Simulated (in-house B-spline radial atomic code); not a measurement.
N: [He] 2s1 2p3 3s1 (an excited or competing configuration)

All numbers are computed (non-relativistic RPBE, spin-polarised, spherical fractional occupations; point nucleus) with a B-spline radial code for spherical atoms, not measured.

Effective charges: Z_r = [3n² - l(l+1)]/(2<r>) from the radius, Z_e = n√(-2ε) from the energy, and Slater's rules. Values are occupation-weighted means over spin.

```csv
shell,electrons,ε (eV),<r> (bohr),Z_r,Z_e,Slater
1s,2,-393.57,0.2295,6.54,5.38,6.70
2s,1,-28.651,1.229,4.88,2.90,4.25
2p,3,-16.704,1.255,3.98,2.22,4.25
3s,1,-2.463,5.097,2.65,1.28,1.60
```

The least bound orbital is 3s up at -2.463 eV, and it is also the most diffuse (<r> = 5.097 bohr).
